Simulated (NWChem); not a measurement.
System: Si₂H₃ cation, singlet

The following NWChem deck was run.

```
start job
memory heap 200 mb stack 700 mb global 900 mb
charge 1
geometry units angstroms noautosym nocenter noautoz
  Si     0.000000     0.000000     1.332612
  Si     0.000000     0.000000    -1.075436
  H      1.209014    -0.792717    -1.449729
  H      0.082007     1.443395    -1.449729
  H     -1.291020    -0.650678    -1.449729
end
basis spherical
  Si library pcsseg-2
  H library pcsseg-2
end
dft
  xc pbe0
  iterations 150
end
property
  shielding 3 1 2 3
end
task dft property
```

NWChem printed, in part:

```
             Northwest Computational Chemistry Package (NWChem) 7.3.0
             --------------------------------------------------------

                             Geometry "geometry" -> ""
                             -------------------------

 Output coordinates in angstroms (scale by  1.889725989 to convert to a.u.)

  No.       Tag          Charge          X              Y              Z
 ---- ---------------- ---------- -------------- -------------- --------------
    1 Si                  14.0000     0.00000000     0.00000000     1.33261200
    2 Si                  14.0000     0.00000000     0.00000000    -1.07543600
    3 H                    1.0000     1.20901400    -0.79271700    -1.44972900
    4 H                    1.0000     0.08200700     1.44339500    -1.44972900
    5 H                    1.0000    -1.29102000    -0.65067800    -1.44972900

 Effective nuclear repulsion energy (a.u.)      65.6765101391

                              NWChem Property Module
                              ----------------------

  itol2e modified to match energy
  convergence criterion.

                                 NWChem DFT Module
                                 -----------------

 Summary of "ao basis" -> "ao basis" (spherical)
 ------------------------------------------------------------------------------
       Tag                 Description            Shells   Functions and Types
 ---------------- ------------------------------  ------  ---------------------
 Si                         pcsseg-2                15       43   5s7p2d1f
 H                          pcsseg-2                 6       14   3s2p1d

  itol2e modified to match energy
  convergence criterion.

            General Information
            -------------------
          SCF calculation type: DFT
          Wavefunction type:  closed shell.
          No. of atoms     :     5
          No. of electrons :    30
           Alpha electrons :    15
            Beta electrons :    15
          Charge           :     1
          Spin multiplicity:     1
          Use of symmetry is: off; symmetry adaption is: off
          Maximum number of iterations: 150
          AO basis - number of functions:   128
                     number of shells:    48
          Convergence on energy requested:  1.00D-07
          Convergence on density requested:  1.00D-05
          Convergence on gradient requested:  5.00D-04

[...]

          -----------------------------------------
          Chemical Shielding Tensors (GIAO, in ppm)
          -----------------------------------------

                                NWChem CPHF Module
                                ------------------

  scftype          =     RHF
  nclosed          =       15
  nopen            =        0
  variables        =     1695
  # of vectors     =        3
  tolerance        = 0.10D-03
  level shift      = 0.00D+00
  max iterations   =       50
  max subspace     =       30

 SCF residual:    3.6441747548249308E-005

Iterative solution of linear equations
  No. of variables     1695
  No. of equations        3
  Maximum subspace       30
        Iterations       50
       Convergence  1.0D-04

   iter   nsub   residual    time
   ----  ------  --------  ---------
     1      3    2.01D+00     141.9
     2      6    1.98D-01     153.4
     3      9    8.71D-03     165.0
     4     12    8.19D-04     176.4
     5     15    4.50D-05     188.0

      Atom:    1  Si
        Diamagnetic
    871.1185     -0.0000      0.0000
     -0.0000    871.1185      0.0000
      0.0000      0.0000    870.2289

        Paramagnetic
  -4408.8582      0.0001     -0.0002
      0.0001  -4408.8584     -0.0006
     -0.0002     -0.0006    -47.0681

        Total Shielding Tensor
  -3537.7397      0.0001     -0.0002
      0.0001  -3537.7400     -0.0006
     -0.0002     -0.0006    823.1608

           isotropic =   -2084.1063
          anisotropy =   -2180.4506

          Principal Components and Axis System
                 1           2           3
            -3537.7400  -3537.7397    823.1608

      1        -0.4267      0.9044     -0.0000
      2         0.9044      0.4267     -0.0000
      3         0.0000      0.0000      1.0000

      Atom:    2  Si
        Diamagnetic
    878.7125     -0.0000      0.0000
     -0.0000    878.7125      0.0000
      0.0000      0.0000    884.6100

        Paramagnetic
   -667.3471      0.0000     -0.0000
      0.0000   -667.3471     -0.0000
     -0.0000     -0.0000   -411.1156

        Total Shielding Tensor
    211.3654     -0.0000     -0.0000
     -0.0000    211.3654     -0.0000
     -0.0000     -0.0000    473.4943

           isotropic =     298.7417
          anisotropy =     262.1290

          Principal Components and Axis System
                 1           2           3
              473.4943    211.3654    211.3654

      1        -0.0000      0.7735      0.6338
      2        -0.0000     -0.6338      0.7735
      3         1.0000      0.0000      0.0000

      Atom:    3  H
        Diamagnetic
     30.5967     -5.7031     -3.5278
     -5.7031     25.6379      2.3131
     -3.5278      2.3131     24.8721

        Paramagnetic
     -2.1465      4.7174      3.5035
      4.7174      1.9552     -2.2972
      3.5035     -2.2972      0.2511

        Total Shielding Tensor
     28.4502     -0.9858     -0.0243
     -0.9858     27.5931      0.0159
     -0.0243      0.0159     25.1232

           isotropic =      27.0555
          anisotropy =       3.0619

          Principal Components and Axis System
                 1           2           3
               29.0967     26.9468     25.1230

      1         0.8362      0.5483      0.0061
      2        -0.5483      0.8363     -0.0040
      3        -0.0073      0.0000      1.0000
```

Level: PBE0/pcSseg-2, GIAO. Low-valent species are run as closed-shell singlets; no triplet was tried in these runs. All runs use the structure optimised with PBE0/def2-SVP. The printed shielding anisotropy is the first printed principal value minus the mean of the other two.
